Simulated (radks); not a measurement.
Q: All-electron atom: Yb64+ in [He] 2s2 2p2 (the NIST ground configuration). All-electron calculation, scalar-relativistic Kohn-Sham, BLYP, spin-polarised, spherical densities, finite nucleus; open shells are filled with parallel spins first (spin-orbit coupling, left out, can overturn this in heavy ions); Fermi nuclear charge, rms radius 5.3108 fm. Program: a radial shooting solver on a logarithmic mesh with Libxc functionals. Some entries of the table are withheld. Estimate them.

orbital  occ.  eigenvalue (eV)  <r> (bohr)  <1/r> (bohr^-1)
1s up       1        -68122.79     0.01961            80.76
1s down     1        -68085.70     0.01960            80.80
2s up       1        -16392.88     0.08036            19.58
2s down     1        -16327.25     0.08049            19.54
2p up       2        -15304.01     0.07075            17.95
2p down     0        -15226.86     0.07091            17.92
3s up       0        -6987.944         (1)            8.150
3s down     0        -6973.647         (2)            8.108
3p up       0        -6661.790      0.1837            7.682
3p down     0        -6645.014      0.1846            7.646

A: 
(1) 3s up <r> (bohr): 0.1899
(2) 3s down <r> (bohr): 0.1907
